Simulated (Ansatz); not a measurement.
Species: SnH2Cl, charge 0, doublet. SnH2Cl (SMILES [SnH2][Cl], doublet).
B3LYP-D3(BJ)/def2-TZVP minimum from Ansatz (a program for electronic structure):
```
Sn
H 1 1.7337
H 1 1.7337 2 111.28
Cl 1 2.3701 2 104.60 3 112.40
```
Charge 0, spin multiplicity 2.

Total energies in hartree (Ansatz). Open shells are spin-unrestricted; no spin-orbit coupling. Correlated methods leave the cores frozen (noble-gas shells, and filled d and f shells in the p block). Past Kr the def2 sets carry scalar-relativistic core potentials. Where a partner has so few electrons that a lower coupled-cluster level is exact, that level stands in. Spin-orbit terms, left out, reach several kcal/mol for Br and I, and more for heavier atoms.

| species | HF/def2-TZVPP | CCSD(T)/def2-TZVPP | HF/def2-QZVPP | CCSD(T)/def2-QZVPP | CCSDT(Q)/def2-TZVPP |
|---|---|---|---|---|---|
| 1: SnH2Cl (SMILES [SnH2][Cl], doublet) | -674.04102 | -674.36654 | -674.05603 | -674.40879 | -674.36813 |
| 2: Sn (triplet) | -213.33992 | -213.39742 | -213.34066 | -213.40091 | -213.39789 |
| 3: Cl (doublet) | -459.47685 | -459.66464 | -459.48954 | -459.69535 | -459.66548 |
| 4: H (doublet) | -0.49981 | -0.49981 | -0.49998 | -0.49998 | -0.49981 |

### Question
Work out the atomisation energy (electronic, to ground-state atoms) in kcal/mol: take Hartree-Fock from def2-QZVPP, extrapolate the CCSD(T) correlation energy as X^-3 (X = 3, 4), and add CCSDT(Q) - CCSD(T) in def2-TZVPP. 1 hartree = 627.51 kcal/mol.

### Answer

Species 1: correlation (64·(-0.35276) - 27·(-0.32552))/37 = -0.37264; step -0.00159; E1 = -674.05603 + (-0.37264) + (-0.00159) = -674.43026
Species 2: correlation (64·(-0.06025) - 27·(-0.05750))/37 = -0.06226; step -0.00047; E2 = -213.34066 + (-0.06226) + (-0.00047) = -213.40339
Species 3: correlation (64·(-0.20581) - 27·(-0.18779))/37 = -0.21896; step -0.00084; E3 = -459.48954 + (-0.21896) + (-0.00084) = -459.70934
Species 4: correlation (64·(0.00000) - 27·(0.00000))/37 = 0.00000; step +0.00000; E4 = -0.49998 + (0.00000) + (+0.00000) = -0.49998
-1·E1 +1·E2 +1·E3 +2·E4 = 0.31757 hartree = 199.3 kcal/mol.
